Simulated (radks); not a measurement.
The numbers below are computed, except where a source is named.
The germanium anion Ge4-, [Kr], held by a Watson sphere: a shell of charge +4.41 at radius R that stands for the Madelung well of a crystal (potential energy -4.41/R inside, -4.41/r outside, in hartree with lengths in bohr). Code: a radial shooting solver on a logarithmic mesh with Libxc functionals. Model: scalar-relativistic Kohn-Sham, LB94 model potential, spin-polarised, spherical densities, point nucleus. Response by self-consistent Sternheimer equations with the Hartree and adiabatic LDA kernel, the relativistic mass of each level held fixed and spin-orbit coupling left out. The sphere does not respond.

\begin{tabular}{lrrrrrrr}
R (bohr) & e(3d) (eV) & e(4s) (eV) & e(4p) (eV) & <r> 4p (bohr) & sum of <r^2> (bohr^2) & X-ray form factor at sin(theta)/lambda = 0.2 1/angstrom & alpha (bohr^3) \\ \hline
2.27 & -41.020 & -23.220 & -14.864 & 2.510 & 64.13 & 25.944 & 34.89 \\
2.66 & -39.099 & -20.969 & -13.360 & 2.724 & 72.90 & 25.672 & 48.51 \\
2.75 & -38.772 & -20.511 & -13.032 & 2.773 & 75.01 & 25.627 & 52.33 \\
2.96 & -38.116 & -19.524 & -12.298 & 2.889 & 80.04 & 25.546 & 62.36 \\
3.35 & -37.161 & -17.973 & -11.060 & 3.103 & 89.79 & 25.469 & 85.87 \\
3.39 & -37.076 & -17.832 & -10.943 & 3.125 & 90.82 & 25.466 & 88.68 \\
3.55 & -36.754 & -17.301 & -10.488 & 3.212 & 94.99 & 25.459 & 100.8 \\
4.25 & -35.595 & -15.481 & -8.792 & 3.591 & 114.4 & 25.505 & 172.3 \\
4.98 & -34.688 & -14.225 & -7.448 & 3.977 & 136.9 & 25.587 & 287.3 \\
\end{tabular}
